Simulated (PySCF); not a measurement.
# Circular dichroism: `C=C(F)/C(F)=C\C`, C5H6F2

Molfile (atoms numbered from 1):
```
C5H6F2
     RDKit          3D

 13 12  0  0  0  0  0  0  0  0999 V2000
   -2.2759    0.9917   -0.5020 C   0  0  0  0  0  0  0  0  0  0  0  0
   -1.1539    0.2787   -0.3914 C   0  0  0  0  0  0  0  0  0  0  0  0
   -0.9662   -0.8059   -1.1484 F   0  0  0  0  0  0  0  0  0  0  0  0
   -0.0544    0.5769    0.5269 C   0  0  0  0  0  0  0  0  0  0  0  0
   -0.3505    1.6201    1.3183 F   0  0  0  0  0  0  0  0  0  0  0  0
    1.1397   -0.0128    0.6706 C   0  0  0  0  0  0  0  0  0  0  0  0
    1.7290   -1.1604   -0.0749 C   0  0  0  0  0  0  0  0  0  0  0  0
   -2.4210    1.8729    0.1196 H   0  0  0  0  0  0  0  0  0  0  0  0
   -3.0471    0.6904   -1.2115 H   0  0  0  0  0  0  0  0  0  0  0  0
    1.7539    0.4322    1.4614 H   0  0  0  0  0  0  0  0  0  0  0  0
    2.7500   -0.9097   -0.4040 H   0  0  0  0  0  0  0  0  0  0  0  0
    1.8227   -2.0408    0.5837 H   0  0  0  0  0  0  0  0  0  0  0  0
    1.1413   -1.4520   -0.9507 H   0  0  0  0  0  0  0  0  0  0  0  0
  1  2  2  0
  2  3  1  0
  2  4  1  0
  4  5  1  0
  4  6  2  0
  6  7  1  0
  1  8  1  0
  1  9  1  0
  6 10  1  0
  7 11  1  0
  7 12  1  0
  7 13  1  0
M  END
```

Method used: PySCF, TDDFT BHandHLYP/def2-SVPD circular dichroism and optical rotation, one conformer, gas phase. Geometry: PBE0-D3(BJ)/def2-SVP.

States above about 7.8 eV lie in this functional's continuum (it starts at minus the energy of the highest occupied orbital, well below the true ionisation energy for most functionals) and depend on the basis. No stereocentre is labelled: unless the shape is locked (an allene, a helicene, a hindered biaryl), the mirror image is equally populated and a measured rotation or CD is zero.

Task: Which excitations and rotatory strengths does the calculation give?

Result: Rotatory strengths R in 10⁻⁴⁰ esu² cm², velocity form and length form (origin at the centre of mass); f in length form.
| state | E (eV) | λ (nm) | f | R (velocity) | R (length) | main |
| --- | --- | --- | --- | --- | --- | --- |
| 1 | 5.79 | 214 | 0.766 | +1.1 | +1.2 | HOMO→LUMO 0.98 |
| 2 | 6.79 | 182 | 0.002 | +3.4 | +2.9 | HOMO→LUMO+1 0.92 |
| 3 | 7.19 | 172 | 0.007 | -3.8 | -4.1 | HOMO→LUMO+2 0.86 |
| 4 | 7.38 | 168 | 0.010 | +8.1 | +7.7 | HOMO−1→LUMO 0.96 |
| 5 | 7.69 | 161 | 0.027 | -0.3 | -0.1 | HOMO→LUMO+3 0.86 |
| 6 | 8.11 | 153 | 0.011 | -1.7 | -1.8 | HOMO→LUMO+4 0.62, HOMO→LUMO+5 0.16 |
| 7 | 8.14 | 152 | 0.005 | -3.9 | -3.7 | HOMO−2→LUMO 0.81 |
| 8 | 8.26 | 150 | 0.0001 | +3.4 | +3.1 | HOMO→LUMO+7 0.36, HOMO→LUMO+5 0.18 |
| 9 | 8.61 | 144 | 0.003 | +1.9 | +1.5 | HOMO→LUMO+5 0.48, HOMO→LUMO+7 0.31 |
| 10 | 8.71 | 142 | 0.006 | +1.9 | +3.1 | HOMO→LUMO+6 0.80, HOMO→LUMO+8 0.10 |
| 11 | 8.99 | 138 | 0.014 | -4.9 | -4.9 | HOMO−1→LUMO+1 0.74 |
| 12 | 9.18 | 135 | 0.024 | -10.3 | -10.7 | HOMO→LUMO+8 0.71, HOMO→LUMO+6 0.12 |

Among the states computed, the strongest CD band (largest |R|) is state 12. The largest dissymmetry factor in size, g = 4R/(D+G), with D and G the electric and magnetic dipole strengths, is +0.19 for state 8 (velocity form, f = 0.0002), among bands with |R| over 0.5. The mirror image has the same energies and oscillator strengths and all R with the opposite sign.
